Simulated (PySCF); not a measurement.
**Electronic structure of Lu (lutetium, neutral) at the UHF level**

Configuration: [Xe] 4f14 5d3, high-spin 4F determinant (an excited configuration). Computed with PySCF 2.14 in x2c-TZVPPall (11s7p7d2f2g, 99 functions), with scalar relativity by spin-free X2C-1e.

| Quantity | Value |
| --- | --- |
| Total energy | -14558.154376 hartree |
| One-electron energy | -20003.3797 hartree |
| Hartree (Coulomb) energy | 5745.6601 hartree |
| Exchange energy | -300.4347 hartree |
| ⟨S²⟩ | 3.7557 |
| ⟨L²⟩ | 12.024 |
| Sum of ⟨r⟩ | 44.42 bohr |
| Sum of ⟨r²⟩ | 75.17 bohr² |
| Langevin diamagnetic susceptibility | -59.5 ×10⁻⁶ cm³/mol |

```json
{"shell": "1s β", "electrons": "1", "mean orbital energy (hartree)": "-2338.74616", "spread (hartree)": "0", "rms radius, mean of both spins (bohr)": "0.0219"}
{"shell": "1s α", "electrons": "1", "mean orbital energy (hartree)": "-2338.74515", "spread (hartree)": "0", "rms radius, mean of both spins (bohr)": "0.0219"}
{"shell": "2s α", "electrons": "1", "mean orbital energy (hartree)": "-402.95961", "spread (hartree)": "0", "rms radius, mean of both spins (bohr)": "0.0884"}
{"shell": "2s β", "electrons": "1", "mean orbital energy (hartree)": "-402.95710", "spread (hartree)": "0", "rms radius, mean of both spins (bohr)": "0.0884"}
{"shell": "2p α", "electrons": "3", "mean orbital energy (hartree)": "-355.23958", "spread (hartree)": "0", "rms radius, mean of both spins (bohr)": "0.0801"}
{"shell": "2p β", "electrons": "3", "mean orbital energy (hartree)": "-355.23710", "spread (hartree)": "0", "rms radius, mean of both spins (bohr)": "0.0801"}
{"shell": "3s β", "electrons": "1", "mean orbital energy (hartree)": "-93.39222", "spread (hartree)": "0", "rms radius, mean of both spins (bohr)": "0.227"}
{"shell": "3s α", "electrons": "1", "mean orbital energy (hartree)": "-93.39076", "spread (hartree)": "0", "rms radius, mean of both spins (bohr)": "0.227"}
{"shell": "3p β", "electrons": "3", "mean orbital energy (hartree)": "-78.74827", "spread (hartree)": "0", "rms radius, mean of both spins (bohr)": "0.228"}
{"shell": "3p α", "electrons": "3", "mean orbital energy (hartree)": "-78.74677", "spread (hartree)": "0", "rms radius, mean of both spins (bohr)": "0.228"}
{"shell": "3d α", "electrons": "5", "mean orbital energy (hartree)": "-60.65550", "spread (hartree)": "0.00257", "rms radius, mean of both spins (bohr)": "0.208"}
{"shell": "3d β", "electrons": "5", "mean orbital energy (hartree)": "-60.65473", "spread (hartree)": "0.00076", "rms radius, mean of both spins (bohr)": "0.208"}
{"shell": "4s β", "electrons": "1", "mean orbital energy (hartree)": "-19.60439", "spread (hartree)": "0", "rms radius, mean of both spins (bohr)": "0.509"}
{"shell": "4s α", "electrons": "1", "mean orbital energy (hartree)": "-19.60348", "spread (hartree)": "0", "rms radius, mean of both spins (bohr)": "0.509"}
{"shell": "4p β", "electrons": "3", "mean orbital energy (hartree)": "-14.69248", "spread (hartree)": "0", "rms radius, mean of both spins (bohr)": "0.541"}
{"shell": "4p α", "electrons": "3", "mean orbital energy (hartree)": "-14.69166", "spread (hartree)": "0", "rms radius, mean of both spins (bohr)": "0.541"}
{"shell": "4d α", "electrons": "5", "mean orbital energy (hartree)": "-8.07404", "spread (hartree)": "0.00676", "rms radius, mean of both spins (bohr)": "0.592"}
{"shell": "4d β", "electrons": "5", "mean orbital energy (hartree)": "-8.07271", "spread (hartree)": "0.00244", "rms radius, mean of both spins (bohr)": "0.592"}
{"shell": "5s α", "electrons": "1", "mean orbital energy (hartree)": "-2.62701", "spread (hartree)": "0", "rms radius, mean of both spins (bohr)": "1.27"}
{"shell": "5s β", "electrons": "1", "mean orbital energy (hartree)": "-2.58962", "spread (hartree)": "0", "rms radius, mean of both spins (bohr)": "1.27"}
{"shell": "5p α", "electrons": "3", "mean orbital energy (hartree)": "-1.40216", "spread (hartree)": "0", "rms radius, mean of both spins (bohr)": "1.52"}
{"shell": "5p β", "electrons": "3", "mean orbital energy (hartree)": "-1.32678", "spread (hartree)": "0", "rms radius, mean of both spins (bohr)": "1.52"}
{"shell": "4f α", "electrons": "7", "mean orbital energy (hartree)": "-0.74120", "spread (hartree)": "0.00111", "rms radius, mean of both spins (bohr)": "0.802"}
{"shell": "4f β", "electrons": "7", "mean orbital energy (hartree)": "-0.73905", "spread (hartree)": "0.00426", "rms radius, mean of both spins (bohr)": "0.802"}
{"shell": "5d α", "electrons": "3", "mean orbital energy (hartree)": "-0.13746", "spread (hartree)": "0.00001", "rms radius, mean of both spins (bohr)": "3.76"}
```

Spin-orbit coupling, absent here, splits the open shell strongly.

Densities and radii are taken from the X2C orbitals without a picture-change correction, which distorts them close to the nucleus.

Spin-orbit constants ζ (cm⁻¹) from the X2C one-electron operator on these orbitals: bare nucleus, nucleus screened by l(l+1)(2l+1)/3 electrons, and screened by the Breit-Pauli mean field of the electrons.

| shell | bare | screened nucleus | mean field |
| --- | --- | --- | --- |
| 2p | 5689000 | 5529000 | n/a |
| 3p | 1226000 | 1192000 | n/a |
| 3d | 191900 | 164900 | n/a |
| 4p | 273900 | 266200 | n/a |
| 4d | 36490 | 31350 | n/a |
| 4f | 5683 | 3442 | n/a |
| 5p | 31180 | 30300 | n/a |
| 5d | 844.7 | 725.7 | n/a |

To first order the Landé constant is A = 241.9 cm⁻¹, so the lowest level has J = 3/2 and lies 0.180 eV below the centre of the term. This holds in LS coupling only.
